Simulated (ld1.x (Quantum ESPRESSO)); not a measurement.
## u(r) = r·R(r): atom against pseudo-atom (vanadium)

Columns: radius, all-electron u(r) and pseudo u(r) of the 3p shell (level -55.92 eV) of vanadium in the configuration [Ne] 3s2 3p6 3d3 4s0.5 4p0; revPBE, scalar-relativistic, PAW scheme, ld1.x (Quantum ESPRESSO) 7.5.

| r (bohr) | all-electron | pseudo |
| --- | --- | --- |
| 0.180 | 0.5419 | -0.0579 |
| 0.360 | -0.0512 | -0.2137 |
| 0.540 | -0.7025 | -0.4198 |
| 0.720 | -1.0181 | -0.6159 |
| 0.900 | -1.0619 | -0.7491 |
| 1.080 | -0.9624 | -0.7911 |
| 1.260 | -0.8096 | -0.7444 |
| 1.440 | -0.6516 | -0.6375 |
| 1.620 | -0.5099 | -0.5092 |
| 1.800 | -0.3915 | -0.3915 |
| 1.980 | -0.2966 | -0.2966 |
| 2.160 | -0.2225 | -0.2225 |
| 2.340 | -0.1656 | -0.1656 |
| 2.520 | -0.1225 | -0.1225 |
| 2.700 | -0.0902 | -0.0902 |
| 2.880 | -0.0661 | -0.0661 |
| 3.060 | -0.0483 | -0.0483 |
| 3.240 | -0.0351 | -0.0351 |
| 3.420 | -0.0255 | -0.0255 |
| 3.600 | -0.0185 | -0.0185 |
| 3.780 | -0.0133 | -0.0133 |
| 3.960 | -0.0096 | -0.0096 |
| 4.140 | -0.0069 | -0.0069 |
| 4.320 | -0.0050 | -0.0050 |
| 4.500 | -0.0036 | -0.0036 |
| 4.680 | -0.0026 | -0.0026 |

(1) How many radial nodes do the two functions have?

(2) At about which radius was the pseudo-wave matched?

(3) Where does each function peak?

(4) Is the pseudo-wave norm-conserving?

Answers

(1) The all-electron 3p function has n − l − 1 = 1; the pseudo-wave has 0, since the states of the same l below it are removed with the core.

(2) 1.86 bohr, where the columns begin to agree (steps of 0.18 bohr).

(3) Outermost all-electron maximum near 0.90 bohr, pseudo maximum near 1.08 bohr (to the table’s step).

(4) No, it belongs to a PAW set: the norm inside the radius is not constrained, and the difference is carried by the augmentation charge.
